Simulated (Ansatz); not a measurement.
CH$_{6}$F$_{2}$Si$_{2}$, SMILES `FC[SiH2][SiH2]F` at its PBE0-D4/def2-TZVP geometry, where that method's forces vanish. Charge 0, multiplicity 1.

```xyz
11

F    -0.5060   -0.8160   -2.0437
C    -1.3396   -0.4628   -0.9879
Si   -0.4533    0.7753    0.1497
Si    1.6011   -0.1054    0.8559
F     1.3304   -1.5186    1.5744
H    -1.6065   -1.3738   -0.4425
H    -2.2580   -0.0379   -1.4055
H    -0.2160    2.0528   -0.5769
H    -1.3417    1.0413    1.3154
H     2.2647    0.7861    1.8432
H     2.5250   -0.3409   -0.2820
```

Task: What forces (eV/Å) does PBE-D4/def2-TZVPP give on these atoms in the Gaussian-basis code of Ansatz? (An estimate is asked.)

Result: Computed: 
```
F1   0.390 -0.163 -0.495
C2  -0.176  0.106  0.269
Si3  0.082  0.013  0.068
Si4 -0.016  0.403 -0.209
F5  -0.103 -0.542  0.273
H6  -0.080 -0.190  0.144
H7  -0.223  0.099 -0.069
H8   0.022  0.138 -0.076
H9  -0.091  0.037  0.127
H10  0.084  0.114  0.106
H11  0.113 -0.016 -0.137
```
